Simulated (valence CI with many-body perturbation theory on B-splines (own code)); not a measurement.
# Which ion has this spectrum?

A relativistic CI+MBPT calculation for an atom or ion with 15 electrons gives these levels (× 10³ cm⁻¹):

```
  J  Parity       E     g
3/2     odd    0.00  1.35
3/2    even  1660.4  0.78
3/2     odd  1813.6  1.45
5/2     odd  1900.5  1.19
1/2     odd  2011.1  0.65
5/2    even  2189.2  1.20
5/2    even  3045.8  1.46
3/2    even  3265.2  1.15
1/2    even  3272.3  2.08
5/2    even  3458.1  0.96
3/2    even  3479.9  0.91
1/2    even  3480.3  0.21
7/2    even  3547.3  1.03
5/2    even  3760.5  1.17
```

The energies are calculated, and their last digits are not significant.

(1) Which is it?
A. Tb50+
B. Yb55+
C. Er53+
D. Dy51+

Results:

(1) C. Er53+, ground level (3s^2 3p1/2^2 3p3/2) J=3/2.
